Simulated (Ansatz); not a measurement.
Basis sets compared for InH₂Cl. Total charge 0; singlet. Geometry PBE0-D4/def2-TZVP. Ansatz on 4 threads of Arm Neoverse V1 on a shared host; times are rough, and most runs start from earlier orbitals.

Cartesian coordinates in Å:
```
In 0.1018 0.0058 -0.2353
H 1.7545 0.4282 -0.2276
H -1.0277 -0.3871 -1.4516
Cl -0.8286 -0.0469 1.9146
```

In the def2 sets In takes a core potential, while STO-3G treats all electrons; there is no spin–orbit coupling.

STO-3G and 6-31G are all-electron sets without relativity, so their totals don't compare with the def2 sets.

Binding counts from free atoms (In doublet, H doublet, Cl doublet) in the same basis, without a counterpoise term.

```csv
level,functions,energy (Eh),HOMO (eV),LUMO (eV),binding per atom (eV),wall time
HF/STO-3G,38,-6138.6933,-8.79,5.02,3.00,0.15 s
HF/def2-TZVP,99,-649.9222,-11.29,0.42,1.60,0.3 s
PBE-D4/def2-SVP,54,-651.2144,-6.68,-2.58,2.10,0.35 s
PBE-D4/def2-TZVP (with forces),99,-651.3871,-6.89,-2.69,2.12,0.65 s
r2SCAN-D4/def2-TZVP,99,-651.6181,-7.22,-2.41,2.18,1.2 s
PBE0-D4/def2-SVP,54,-651.2568,-8.03,-1.88,2.10,0.45 s
PBE0-D4/def2-TZVP,99,-651.4261,-8.21,-1.97,2.13,0.8 s
```

Estimate the rows for PBE-D4/def2-TZVPD, r2SCAN-D4/def2-TZVPD, PBE0-D4/def2-TZVPD.


```
               level  functions  energy (Eh)  HOMO (eV)  LUMO (eV)  binding per atom (eV)  wall time
   PBE-D4/def2-TZVPD        120    -651.3881      -6.94      -2.74                   2.12     0.65 s
r2SCAN-D4/def2-TZVPD        120    -651.6188      -7.25      -2.44                   2.18      1.6 s
  PBE0-D4/def2-TZVPD        120    -651.4268      -8.24      -2.01                   2.13      0.9 s
```
